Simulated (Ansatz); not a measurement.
System: sum formula Si2H5F (charge 0, singlet). 
Geometry from a B3LYP-D3(BJ)/def2-TZVP (Ansatz, a program for electronic structure) optimisation:
```
Si
F 1 1.6136
H 1 1.4817 2 107.62
H 1 1.4817 3 108.93 2 -116.40
Si 1 2.3467 3 111.48 4 -123.43
H 5 1.4821 1 110.61 3 -179.60
H 5 1.4821 6 109.25 1 -121.98
H 5 1.4841 6 108.99 7 -119.00
```

Parts of the frozen-core correlation energy in aug-cc-pV(Q+d)Z (Ansatz, hartree). Frozen orbitals: 11; correlated occupied orbitals by spin: 10 and 10; virtual: 467 and 467. No spin-orbit coupling. No relativistic terms.

| term | value |
|---|---|
| reference (HF) | -680.35719 |
| MP2 opposite-spin | -0.44491 |
| MP2 same-spin | [?] |
| CCSD correlation | [?] |
| (T) | [?] |
| T1 diagnostic | 0.012 |
| largest doubles amplitude | 0.018 |

What belongs in the gaps?


- MP2 same-spin, value: -0.10873
- CCSD correlation, value: -0.58955
- (T), value: -0.01908
